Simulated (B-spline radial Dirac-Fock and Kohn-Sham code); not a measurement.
Z = 61 (promethium), transition energy 94.9 keV. Model: a Dirac-Hartree-Slater potential of the neutral atom with a Latter tail (no hole, which puts coefficients of high multipoles low close above an edge), finite nucleus with surface currents. Program: an atomic code on a B-spline grid. Subshells that would emit electrons below 1 keV are left out.

Q: A pure transition shows α(K) = 23.6, L1/L2 = 0.0160 and L1/L3 = 0.0174. What is its multipolarity?
A. M2
B. E1
C. M4
D. E2
E. M3
F. E4
G. M1
H. E3

A: F. For comparison, α(K), L1/L2, L1/L3 are E1 0.261, 5.09, 3.95; E2 1.38, 0.270, 0.252; E3 5.78, 0.0341, 0.0353; M1 1.54, 12.2, 64.7; M2 14.1, 8.47, 5.15; M3 82.5, 5.85, 1.08; M4 446, 4.39, 0.465.

Run: 1.1 s of CPU time on 1 thread of Neoverse-V1 (shared host), peak memory 0.40 GiB.

Values without a named source are computed, but for edge energies of neutral atoms, which are taken from tables.
